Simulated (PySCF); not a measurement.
C (carbon, neutral) across methods

[He] 2s1 2p3, high-spin 5S determinant (an excited configuration). Computed with PySCF 2.14 in x2c-TZVPPall with one added diffuse shell each of s, p, d type (6s4p3d1f, 40 functions), with the spin-free X2C one-electron Hamiltonian (Gaussian nucleus).

| method | E (hartree) | mean ε 1s β (eV) | mean ε 2s α (eV) | mean ε 2p α (eV) | Σ⟨r²⟩ (bohr²) | ⟨S²⟩ |
| --- | --- | --- | --- | --- | --- | --- |
| PBE | -37.6603 | -271.02 | -15.486 | -6.827 | 14.25 | 6.000 |
| LDA | -37.3328 | -268.47 | -15.257 | -6.883 | 14.33 | 6.000 |
| wB97M-V | -37.6972 | -283.25 | -20.158 | -10.681 | 14.38 | 6.000 |
| BHandHLYP | -37.6896 | -289.23 | -20.314 | -9.731 | 13.84 | 6.000 |
| TPSS | -37.7181 | -273.64 | -15.862 | -6.868 | 14.12 | 6.000 |
| UHF | -37.61255 | -305.57 | -25.624 | -13.032 | 13.55 | 6.000 |
| PBE0 | -37.6732 | -279.81 | -18.097 | -8.447 | 13.97 | 6.000 |
| revPBE | -37.7076 | -271.35 | -15.514 | -6.796 | 14.23 | 6.000 |
| r2SCAN | -37.7155 | -274.76 | -16.677 | -7.260 | 13.89 | 6.000 |
